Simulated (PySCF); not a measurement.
Predicted microwave data (PBE0-D3(BJ)/def2-SVP geometry optimisation, gas phase (PySCF 2.14.0)) for one isomer of C2H5FGeSi:

- Rotational constants: A = 9878, B = 747.8, C = 707.5 MHz
- Dipole components: |μa| = 0.97 D, |μb| = 1.88 D, |μc| = 0.00 D
- Inertial defect: -12.68 u·Å²
- κ: -0.99

**Question.** Which structure is it? (One computed conformer of each.)
A. `[F][GeH2][C]#C[SiH3]`
B. `[SiH2](F)C#[C][GeH3]`

**Answer.** A. It is [F][GeH2][C]#C[SiH3], a near-prolate asymmetric top. The candidates at the same level (rigid rotor, commonest isotopes):

| SMILES | A (MHz) | B (MHz) | C (MHz) | μa (D) | μb (D) | μc (D) | Δ (u·Å²) | point group | rotor |
| --- | --- | --- | --- | --- | --- | --- | --- | --- | --- |
| [F][GeH2][C]#C[SiH3] | 9878 | 747.8 | 707.5 | 0.97 | 1.88 | 0.00 | -12.68 | – | near-prolate asymmetric top |
| F[SiH2]C#[C][GeH3] | 13162 | 596.7 | 579.0 | 1.65 | 1.09 | 0.00 | -12.51 | – | – |

`F[SiH2]C#[C][GeH3]` has A 33 % too high. No structure here is proved a minimum.
